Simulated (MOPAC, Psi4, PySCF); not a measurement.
Torsional profile of SMILES C=C[SiH2][Si](C)(C)C (C₅H₁₄Si₂). Scanned: dihedral C1–C2–Si3–Si4; all other coordinates were relaxed at GFN2-xTB. Points at φ and −φ are mirror images. Heavy atoms are numbered in the order of the SMILES C=C[SiH2][Si](C)(C)C, hydrogens after them in the order of the atoms that carry them; the mirror image has the same energies with the sign of each dihedral reversed.

RKS-LDA (SVWN5)/6-31G* = restricted LDA (SVWN5)/6-31G*, spherical d, density fitting // GFN2-xTB in PySCF; PM7, restricted, heats of formation // GFN2-xTB (MOPAC); PBE/def2-SVP // GFN2-xTB (Psi4).

Energies in kcal/mol, each method relative to its own lowest point.

| φ / ° | RKS-LDA (SVWN5)/6-31G* | PM7 | PBE/def2-SVP |
|---|---|---|---|
| -165 | 1.88 | 1.55 | 1.80 |
| -150 | 1.15 | 1.11 | 1.13 |
| -135 | 0.45 | 0.59 | 0.48 |
| -120 | 0.05 | 0.20 | 0.09 |
| -105 | 0.00 | 0.00 | 0.00 |
| -90 | 0.25 | 0.00 | 0.25 |
| -75 | 0.60 | 0.19 | 0.68 |
| -60 | 1.08 | 0.68 | 1.31 |
| -45 | 0.92 | 1.10 | 1.36 |
| -30 | 0.55 | 1.40 | 1.11 |
| -15 | 0.19 | 1.51 | 0.81 |
| 0 | 0.07 | 1.54 | 0.70 |
| 15 | 0.19 | 1.51 | 0.81 |
| 30 | 0.55 | 1.40 | 1.11 |
| 45 | 0.92 | 1.10 | 1.36 |
| 60 | 1.08 | 0.68 | 1.31 |
| 75 | 0.60 | 0.19 | 0.68 |
| 90 | 0.25 | 0.00 | 0.25 |
| 105 | 0.00 | 0.00 | 0.00 |
| 120 | 0.05 | 0.20 | 0.09 |
| 135 | 0.45 | 0.59 | 0.48 |
| 150 | 1.15 | 1.11 | 1.13 |
| 165 | 1.88 | 1.55 | 1.80 |
| 180 | 2.21 | 1.73 | 2.10 |
